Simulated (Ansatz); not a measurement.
Reactions of Cl2GeH4O2Si, SMILES `O[Si](O)(Cl)[GeH2][Cl]`.

Isolated molecules relaxed with PBE0-D4/def2-TZVP in Ansatz; ΔE leaves out vibrations. CBS: MP2 limit from def2 TZ/QZ plus the TZ coupled-cluster correction, frozen cores. This one scheme is used for every species. DFT in def2-TZVPP. For Ge outer-core shells are correlated without core-valence functions, which leaves a few kJ/mol of doubt a bond. Scalar relativity is left out up to krypton. One conformer a species, not always the lowest.

```json
{"reaction": "`O[Si](O)(Cl)[GeH2][Cl]` + `F[SiH2]Cl` → `O[Si](O)(Cl)[SiH2]Cl` + `[F][GeH2][Cl]`", "MP2/CBS(def2) (kJ/mol)": "105", "B2PLYP (kJ/mol)": "97", "CCSD(T)/CBS(def2) (kJ/mol)": "101"}
{"reaction": "`O[Si](O)(Cl)[GeH2][Cl]` + `NC(=O)[SiH2]Cl` → `N[C](=O)[GeH2][Cl]` + `O[Si](O)(Cl)[SiH2]Cl`", "MP2/CBS(def2) (kJ/mol)": "22", "B2PLYP (kJ/mol)": "20", "CCSD(T)/CBS(def2) (kJ/mol)": "21"}
{"reaction": "`O[Si](O)(Cl)[GeH2][Cl]` + `[SiH3]Cl` → `O[Si](O)(Cl)[SiH2]Cl` + `[Cl][GeH3]`", "MP2/CBS(def2) (kJ/mol)": "22", "B2PLYP (kJ/mol)": "20", "CCSD(T)/CBS(def2) (kJ/mol)": "19"}
{"reaction": "`O[Si](O)(Cl)[GeH2][Cl]` + `F[SiH](Cl)[GeH2][Cl]` → `[Cl][GeH2][GeH2][Cl]` + `O[Si](O)(Cl)[SiH](F)Cl`", "MP2/CBS(def2) (kJ/mol)": "3", "B2PLYP (kJ/mol)": "1", "CCSD(T)/CBS(def2) (kJ/mol)": "3"}
{"reaction": "`O[Si](O)(Cl)[GeH2][Cl]` + `CCl` → `O[Si](O)(Cl)Cl` + `[CH3][GeH2][Cl]`", "MP2/CBS(def2) (kJ/mol)": "-163", "B2PLYP (kJ/mol)": "-153", "CCSD(T)/CBS(def2) (kJ/mol)": "-154"}
```

Largest T1 diagnostic: 0.015, for `NC(=O)[SiH2]Cl`.
